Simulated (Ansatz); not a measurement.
Start from `N[SiH2][AlH2]` and change one atom or group to get `N[SiH2][GaH2]`.

Ansatz, PBE0-D4/def2-TZVP geometries, multiplicity 1. Each molecule was computed in one conformer, which needn't be the lowest.

Scalar relativity is left out up to krypton.

```json
{"property": "HOMO–LUMO gap (ωB97M-V/def2-TZVPP) / eV", "`N[SiH2][AlH2]`": "8.88"}
{"property": "LUMO energy (PBE/def2-TZVPP) / eV", "`N[SiH2][AlH2]`": "-2.69"}
{"property": "zero-point energy (PBE0-D4/def2-TZVP) / kJ/mol", "`N[SiH2][AlH2]`": "146.6"}
{"property": "LUMO energy (B3LYP/def2-TZVPP) / eV", "`N[SiH2][AlH2]`": "-2.12"}
{"property": "HOMO energy (ωB97M-V/def2-TZVPP) / eV", "`N[SiH2][AlH2]`": "-9.18"}
{"property": "LUMO energy (ωB97M-V/def2-TZVPP) / eV", "`N[SiH2][AlH2]`": "-0.30"}
```

(1) What does the change do to each property? (An estimate is asked.)

Results:

(1) Ansatz gave: 
```json
{"property": "HOMO–LUMO gap (ωB97M-V/def2-TZVPP) / eV", "`N[SiH2][GaH2]`": "9.00", "shift": "0.12"}
{"property": "LUMO energy (PBE/def2-TZVPP) / eV", "`N[SiH2][GaH2]`": "-2.75", "shift": "-0.06"}
{"property": "zero-point energy (PBE0-D4/def2-TZVP) / kJ/mol", "`N[SiH2][GaH2]`": "146.8", "shift": "0.2"}
{"property": "LUMO energy (B3LYP/def2-TZVPP) / eV", "`N[SiH2][GaH2]`": "-2.22", "shift": "-0.10"}
{"property": "HOMO energy (ωB97M-V/def2-TZVPP) / eV", "`N[SiH2][GaH2]`": "-9.24", "shift": "-0.06"}
{"property": "LUMO energy (ωB97M-V/def2-TZVPP) / eV", "`N[SiH2][GaH2]`": "-0.23", "shift": "0.07"}
```

B3LYP here is the variant with VWN-RPA as its local correlation; programs differ in this.
